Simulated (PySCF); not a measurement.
Unknown compound

An unknown has the formula C8H11ClO. Its calculated NMR data are:

¹H NMR (600 MHz, computed): δ 6.27 (m, 1H), 5.55 (m, 1H), 5.46 (m, 1H), 1.92 (m, 1H), 1.61 (s, 3H), 1.42 (s, 3H), 0.85 (m, 1H).

¹³C{¹H} NMR (computed): δ 186.4 (C), 149.7 (CH), 122.4 (CH2), 39.9 (C), 38.5 (C), 36.8 (CH2), 21.8 (CH3), 19.6 (CH3).

Method: geometry: GFN2-xTB, GIAO PBE0/pcSseg-1 shieldings, in PySCF (non-relativistic Hamiltonian, no solvent model, equivalent nuclei averaged, single conformer).

Scale: TMS for ¹H (σ = 31.72 ppm) and ¹³C (σ = 186.93 ppm) (reference shieldings calculated alike).

Q: Which candidate is it?
A. C=C[C@@H]1C[C@H](C(=O)Cl)[C@H]1C
B. C=C[C@@]1(C(=O)Cl)CC1(C)C
C. C=C/C(C)=C(\CC)C(=O)Cl
D. C=C/C(C(=O)Cl)=C(\C)CC
E. C=C[C@@]1(C)C[C@@]1(C)C(=O)Cl
F. C[C@@]12CC[C@@](Cl)(CC1=O)C2

A: E. 

- The formula gives 3 degrees of unsaturation (1 ring in the answer).
- 8 carbon signals for 8 carbons: no two carbons are equivalent.
- Carbon types of the structure: 3 × C, 1 × CH, 2 × CH2, 2 × CH3, which accounts for all hydrogens.
- δC 186.4: carbonyl carbon.
- δC 149.7: alkene CH; an sp2 carbon of a C=C bond.
- δC 122.4: terminal =CH2 carbon; an sp2 carbon of a C=C bond.
- δC 21.8, 19.6: methyl carbon; saturated and bonded to C and H only.
- δH 6.27: hydrogen on an alkene CH; a vinylic proton, deshielded by the sp2 carbon and the C=C anisotropy.

The others: C=C/C(C)=C(\CC)C(=O)Cl would give 6 signals for carbon-bound and other non-exchanging H, not 7; C=C/C(C(=O)Cl)=C(\C)CC would give 6 signals for carbon-bound and other non-exchanging H, not 7; C=C[C@@H]1C[C@H](C(=O)Cl)[C@H]1C would give 9 signals for carbon-bound and other non-exchanging H, not 7; C[C@@]12CC[C@@](Cl)(CC1=O)C2 would give 9 signals for carbon-bound and other non-exchanging H, not 7; C=C[C@@]1(C(=O)Cl)CC1(C)C has carbons computed at 184.2, 147.3, 128.9, 46.0, 37.5, 34.2, 24.3, 20.0.

Carbons that carry Cl, above all several Cl atoms, come out too deshielded, partly because spin–orbit coupling is missing. Shifts are as computed. Against solution values, carbons near 30 ppm lie about +3 ppm off and those near 130 ppm about +5 ppm; carbons on Cl a further +6 ppm. Of 1211 compounds with measured shifts, 218 miss one by over three times the rms of a fit or turn the order of signals round; such compounds aren't used in these exercises. No couplings were computed; multiplicities are counted from neighbouring protons, with m where these are inequivalent, close in shift, in a saturated or five-membered ring or joined by F or P, and br s for small geminal =CH2 splittings.
